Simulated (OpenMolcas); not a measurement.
Kr III: effect of the basis set

```json
{"Program": "OpenMolcas 26.06", "Method": "RASSCF", "Active space": "4 electrons in 9 orbitals (RAS2 4p; RAS3 4d 5s, at most 1 electron)", "State averaging": "2S+1 = 3 even, 3 roots; 2S+1 = 1 even, 6 roots; 2S+1 = 5 odd, 6 roots; 2S+1 = 3 odd, 54 roots; 2S+1 = 1 odd, 48 roots", "Spin-orbit coupling": "state interaction with AMFI integrals over the reference wave functions, term energies averaged over their components"}
```

A. ANO-RCC-VQZP [7s6p4d2f1g], DKH2, point nucleus; cost about 50 core-seconds
B. ANO-R3 [7s6p5d4f2g1h], X2C, finite nucleus; cost roughly 70 core-seconds
C. ANO-RCC [9s8p6d4f2g], DKH2, point nucleus; cost about 60 core-seconds

Energies in cm-1 above 4s2 4p4 3P2, the measured ground level; measured values from Saloman, J. Phys. Chem. Ref. Data 36, 215 (2007).

| Level | A | B | C | Measured |
| --- | --- | --- | --- | --- |
| 4s2 4p4 3P2 | 0.0 | 0.0 | 0.0 | 0.0 |
| 4s2 4p4 3P1 | 4117 | 4115 | 4111 | 4548 |
| 4s2 4p4 3P0 | 5136 | 5135 | 5131 | 5313 |
| 4s2 4p4 1D2 | 17088 | 17092 | 17085 | 14644 |
| 4s2 4p4 1S0 | 39024 | 39039 | 39022 | 33080 |
| 4s2 4p3 4d 5D* 0 | 132440 | 142298 | 130524 | 138447 |
| 4s2 4p3 4d 5D* 1 | 132490 | 142359 | 130568 | 138471 |
| 4s2 4p3 4d 5D* 2 | 132571 | 142459 | 130639 | 138481 |
| 4s2 4p3 4d 5D* 3 | 132678 | 142595 | 130731 | 138493 |
| 4s2 4p3 4d 5D* 4 | 132855 | 142812 | 130885 | 138649 |
| 4s2 4p3 5s 5S* 2 | 143646 | 141447 | 139172 | 145719 |
| 4s2 4p3 4d 3D* 2(1) | 146748 | 157004 | 144689 |  |
| 4s2 4p3 4d 3D* 3(1) | 147314 | 157550 | 145258 |  |
| 4s2 4p3 4d 3D* 1(1) | 147733 | 158056 | 145605 |  |
| 4s2 4p3 4d 3F* 2(1) | 152653 | 161928 | 151221 |  |
| 4s2 4p3 5s 3S* 1 | 153630 | 149124 | 147015 | 151580 |
| 4s2 4p3 4d 3F* 3(1) | 153756 | 163082 | 152279 | 154700 |
| 4s2 4p3 4d 3F* 4(1) | 155097 | 164500 | 153565 | 156082 |
| 4s2 4p3 4d 1S* 0 | 156873 | 165575 | 156281 | 154400 |
| 4s2 4p3 4d 3G* 3 | 160713 | 171681 | 158380 | 159996 |
| 4s2 4p3 4d 3G* 4 | 161089 | 172075 | 158736 | 160415 |
| 4s2 4p3 4d 3G* 5 | 161621 | 172635 | 159250 | 161109 |
| 4s2 4p3 4d 1G* 4 | 165803 | 177165 | 163584 | 162841 |
| 4s2 4p3 5s 3D* 1 | 166069 | 164902 | 161564 | 163269 |

Deviations, from unrounded energies. A percentage is the sum of absolute deviations over the sum of measured energies, with the sign that they share, or ± where signs differ.

| Against measurement | Levels | A | B | C |
| --- | --- | --- | --- | --- |
| mean absolute deviation (cm-1) | 19 | 2900 | 6000 | 3900 |
| fine structure of the ground term (%) | 2 | -6.2 | -6.2 | -6.3 |
| other terms of the ground configuration (%) | 2 | +17.6 | +17.6 | +17.6 |
| other configurations (%) | 15 | ±2.0 | ±4.7 | ±2.9 |

A lies closest to measurement on these levels and B furthest from it. The largest miss of A in the table is 4s2 4p3 4d 5D* 0, by -6000 cm-1. The ranking rests on the paired levels alone, and a cruder setting can come out closer through cancelling errors.

Among A to C the level of the table that moves most is 4s2 4p3 4d 1G* 4, by 14000 cm-1 (lowest in C, highest in B).

ANO sets are built for valence states and can reach diffuse excited orbitals poorly, and with the s shell closed the s pⁿ⁺¹ terms that mix with these levels are absent. With the s shell closed, the reference lacks s² → p² mixing. Some levels mix across a computed gap that differs much from the measured one, so their mixing is not that of the real levels (holds for A; B). Measured partners are found by configuration, term and J. A level has none where our copy of the source lacks it or the pairing is in doubt (some pairs that miss far off the trend of their configuration count as doubtful), and it then counts in no deviation. Levels of configurations outside the active space are missing. Levels that lie high or do not pair safely by name in every column are left out.

A number in round brackets counts repeated terms of one configuration in the order of the reference energies. * marks odd parity.
